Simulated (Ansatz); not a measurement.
System: C2H6FSi (charge 0, doublet). It need not be the lowest isomer of its formula. 
Coordinates optimised at B3LYP-D3(BJ)/def2-TZVP (Ansatz, an electronic-structure program):
```xyz
10

Si     0.0187     0.3534     0.2439
F     -0.0024     0.9546    -1.2621
C     -1.5642    -0.6270     0.4722
C      1.5417    -0.7324     0.3866
H     -2.4456     0.0042     0.3549
H     -1.5944    -1.0769     1.4665
H     -1.6137    -1.4286    -0.2717
H      1.5960    -1.1852     1.3786
H      1.4957    -1.5341    -0.3574
H      2.4561    -0.1622     0.2197
```
Charge 0, spin multiplicity 2.

Basis-set convergence of Hartree-Fock and MP2 correlation energies (hartree) with Ansatz. Correlated levels leave the core frozen unless marked. UHF or UKS for open shells. Spin-orbit coupling is left out. No relativistic terms.

| basis | functions | E(HF) | E(corr, MP2) |
|---|---|---|---|
| cc-pV(D+d)Z | 95 | -467.65264 | -0.55763 |
| cc-pV(T+d)Z | 213 | ? | ? |

### Question
Some entries are withheld; supply them.

### Answer

- cc-pV(T+d)Z, E(HF): -467.73343
- cc-pV(T+d)Z, E(corr, MP2): -0.70906
